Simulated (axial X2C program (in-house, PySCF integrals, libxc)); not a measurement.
**Low determinants of PdP at the PBE0 level, without spin–orbit coupling**

Computed with an in-house all-electron X2C program for linear molecules (integrals from PySCF). Spin-free means the one-electron spin-free X2C Hamiltonian. Basis: Pd dyall-cv3z [12s12p8d5f3g], P dyall-v3z [8s7p2d1f] (cores contracted in-house); Gaussian nuclei, density fitting, unrestricted open shells. Masses: Pd 105.903 u, P 30.974 u.

Search at 2.190 Å (vertical energies from the lowest determinant):

```tsv
ΔE (eV)	state	electrons beyond evenly filled partner blocks	electrons in σ, π, δ, φ
0.00	M_S = 3/2, Λ = 0	σα, π+α, π-α	27 26 8 0
0.25	M_S = 1/2, Λ = 0	σβ, π+α, π-α	27 26 8 0
0.51	M_S = 1/2, Λ = 1	π+α	28 25 8 0
0.95	M_S = 1/2, Λ = 0	σα, π+β, π-α	27 26 8 0
0.95	M_S = 1/2, Λ = 2	σα, π+α, π+β	27 26 8 0
1.38	M_S = 3/2, Λ = 2	π+α, π-α, δ+α, δ+β, δ-α	28 26 7 0
1.44	M_S = 1/2, Λ = 2	π+α, π-α, δ+α, δ+β, δ-β	28 26 7 0
```

Lowest determinant, M_S = 3/2, Λ = 0 (beyond evenly filled blocks: σα, π+α, π-α): Re = 2.145 Å, ωe = 388.0 cm⁻¹.

The determinant in row 2 of the search, M_S = 1/2, Λ = 0 (beyond evenly filled blocks: σβ, π+α, π-α), was followed along the bond at PBE0; measured from the minimum of the lowest determinant it gives:

Te = 0.250 eV (2018 cm⁻¹), Re = 2.155 Å, ωe = 384.7 cm⁻¹.

(1) Compare the bond of the determinant in row 2 with that of the lowest one.

The search compares states at one distance, so a state with another bond length can lie lower; it is not exhaustive and yields mostly the lowest determinant of each block pattern, so other components and higher states of one pattern are missing. These are energies of single determinants, not of spin-adapted states; PBE0 term energies can be off by some tenths of an eV, and the functional has no current term. The lowest determinant need not be the ground state where others lie within half an eV. Row 2 is spin-contaminated (⟨S²⟩ = 1.77 against 0.75), so its values are not those of a pure state.

Answers

(1) At PBE0 its Re is 0.010 Å longer and its force constant, which goes as ωe², is 0.98 times that of the lowest determinant. This determinant mixes spin states, so it has no term energy of its own.
